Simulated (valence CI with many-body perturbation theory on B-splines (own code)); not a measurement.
Values are calculated unless marked as measured or tabulated.
**Ladder of approximations for Ta⁵¹⁺**

Method: valence CI with perturbative core correlation (CI+MBPT): four valence electrons over a frozen Dirac-Fock core [Ar], a basis of 9 s, 9 p, 10 d, 8 f, 5 g, 3 h, 1 i functions for each j, with the one-electron correlation potential Σ1, the two-electron term Σ2, the three-electron term Σ3, Breit, model QED; selected CI, second order for the rest (own B-spline code, finite nucleus).

No measured spectrum was set against this ion. As an estimate, large intervals hold to a few tenths of a per cent, small ones and those within an open d or f shell to about a per cent. The list stops below the first excitations out of the core. Only levels of the ground parity were solved; by the run's estimate the other parity begins above the list, which can be wrong where configurations are misplaced.

Each rung adds one term. CI alone is the Dirac-Coulomb CI over the frozen core; QED comes last and gives the full result, which names the levels. Energies are above (3d3/2^4) J=0 on the same rung, in cm⁻¹.

Levels are named by their leading jj configuration (3d3/2^4 stands for four electrons in 3d with j = 3/2), which in mixed levels can hold well under half, so a name can repeat and another be missing. Letters in brackets count levels of one name in rising energy.

| Level | CI alone | + Σ1 | + Σ2 | + Σ3 | + Breit | Full |
| --- | --- | --- | --- | --- | --- | --- |
| (3d3/2^3 3d5/2) J=1 | 485616 | 487673 | 491999 | 493243 | 479688 | 481175 |
| (3d3/2^3 3d5/2) J=4 | 593955 | 596064 | 600645 | 600452 | 574281 | 575773 |
| (3d3/2^3 3d5/2) J=2 | 611995 | 614195 | 615902 | 617265 | 597868 | 599424 |
| (3d3/2^3 3d5/2) J=3 | 640775 | 642963 | 644814 | 645342 | 625116 | 626652 |
| (3d3/2^2 3d5/2^2) J=0 [a] | 1042890 | 1047020 | 1053040 | 1053000 | 1028180 | 1031140 |
| (3d3/2^2 3d5/2^2) J=2 [a] | 1049350 | 1053410 | 1059210 | 1061210 | 1033670 | 1036580 |
| (3d3/2^2 3d5/2^2) J=4 [a] | 1074450 | 1078610 | 1087060 | 1088090 | 1050620 | 1053610 |
| (3d3/2^2 3d5/2^2) J=3 [a] | 1087530 | 1091700 | 1097970 | 1099090 | 1066780 | 1069760 |
| (3d3/2^2 3d5/2^2) J=5 | 1126070 | 1130240 | 1138960 | 1139640 | 1096090 | 1099060 |
| (3d3/2^2 3d5/2^2) J=6 | 1155810 | 1160000 | 1170200 | 1170480 | 1118570 | 1121550 |
| (3d3/2^2 3d5/2^2) J=1 | 1158080 | 1162310 | 1164890 | 1166340 | 1136520 | 1139520 |
| (3d3/2^2 3d5/2^2) J=3 [b] | 1190030 | 1194210 | 1196830 | 1197560 | 1162020 | 1164970 |
| (3d3/2^2 3d5/2^2) J=4 [b] | 1197520 | 1201750 | 1206710 | 1206300 | 1164520 | 1167510 |
| (3d3/2^2 3d5/2^2) J=2 [b] | 1207910 | 1212140 | 1213470 | 1215100 | 1179880 | 1182860 |
| (3d3/2^2 3d5/2^2) J=2 [c] | 1303220 | 1307510 | 1307980 | 1309030 | 1279850 | 1282850 |
| (3d3/2^2 3d5/2^2) J=4 [c] | 1351400 | 1355730 | 1356410 | 1357890 | 1322170 | 1325180 |
| (3d3/2^2 3d5/2^2) J=2 [d] | 1449180 | 1453610 | 1449770 | 1451010 | 1421650 | 1424700 |
| (3d3/2^2 3d5/2^2) J=0 [b] | 1568780 | 1573450 | 1567990 | 1569800 | 1544630 | 1547840 |
| (3d3/2 3d5/2^3) J=4 [a] | 1633590 | 1639780 | 1649730 | 1650210 | 1602420 | 1606850 |

How does the ionisation energy move along the ladder, and which term matters most?

CI alone 4738.0, + Σ1 4740.6, + Σ2 4749.4, + Σ3 4749.6, + Breit 4745.0, + QED 4745.3 eV. The largest step is Σ2, 8.8 eV. NIST lists 4745 ± 4 eV (theoretical).
